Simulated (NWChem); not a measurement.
**Relativistic effects in H$_{4}$Sn**

```
Sn
H 1 1.7171
H 1 1.7171 2 109.47
H 1 1.7171 2 109.47 3 -120.00
H 1 1.7171 2 109.47 4 -120.00
```
Charge 0, spin multiplicity 1.

The numbers come from NWChem runs, not from measurements. The geometry was optimised at B3LYP/def2-SVP with def2 effective core potentials on Sn, a minimum by its harmonic frequencies.

Functional PBE0, all-electron basis x2c-SVPall-2c, contracted for the X2C Hamiltonian and used here with ZORA. The ion keeps the geometry and has multiplicity 2 in the scalar run; the spin-orbit run starts from the same electron counts.

Relative cost: rough, from shared machines, SCF included, scalar ZORA = 1.

The structure started from a generated list of species. The stability of the SCF solutions was not checked.

```tsv
Hamiltonian	ΔSCF ionisation energy (eV)	HOMO (eV)	LUMO (eV)	gap (eV)	relative cost
scalar ZORA	11.51	-9.15	1.03	10.18	1
spin-orbit ZORA	11.49	-9.07	0.94	10.01	under 3
```

From scalar ZORA to spin-orbit ZORA the ionisation energy shrinks by 0.02 eV.
